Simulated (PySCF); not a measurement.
Compound: C₆H₆F₂.
Numbering: `[CH3:1][C@H:2]1[C:3]([F:4])=[CH:5]/[C:6]1=[CH:7]/[F:8]`

Definitions: NICS(0) = −σiso at the ring centroid; NICS(1) = −σiso and NICS(1)zz = −σzz at ±1 Å along the ring normal z. Level: GIAO PBE0/pcSseg-1 (PySCF, non-relativistic, gas phase) on the GFN2-xTB geometry, one conformer.

Ring bond lengths (Å), with Mayer bond orders in brackets: C2–C3 1.511 (1.03), C3–C5 1.338 (1.70), C5–C6 1.462 (0.99), C6–C2 1.534 (0.93).

**Question.** What do the NICS probes read (ppm)?

**Answer.** 
```tsv
ring	type	NICS(0)	NICS(1), two faces	NICS(1)zz, two faces	rms pucker (Å)	centre to ring atoms, mean (Å)
C2–C3–C5–C6	4-membered carbocycle; formal bonds 1 double, 3 single	-6.9	-3.3 / -3.3	-1.4 / -0.1	0.00	1.03
```

**Question.** What can be read from them?

**Answer.** 
- C2–C3–C5–C6: mean NICS(1)zz -0.7 ppm, near zero. C2 has four or more neighbours; no verdict on aromaticity is drawn.

**Question.** List the ring angles and the Hirshfeld charges of the ring atoms.

**Answer.** 
- C2–C3–C5–C6: C2 82.5° (-0.024 e), C3 95.9° (+0.098 e), C5 91.5° (-0.074 e), C6 90.0° (-0.029 e); sum 360.0° against 360° for a flat convex ring.

**Question.** What are the shieldings of the ring atoms and their hydrogens in the same run (means over atoms taken as equivalent)?

**Answer.** 
```tsv
atoms	environment	σ isotropic (ppm)
C2	allylic carbon	135.8
C3	vinylic C–F carbon	10.6
C5	alkene CH carbon	76.0
C6	fully substituted alkene carbon	62.3
H on C2	methine hydrogen	27.92
H on C5	vinylic hydrogen	26.59
```
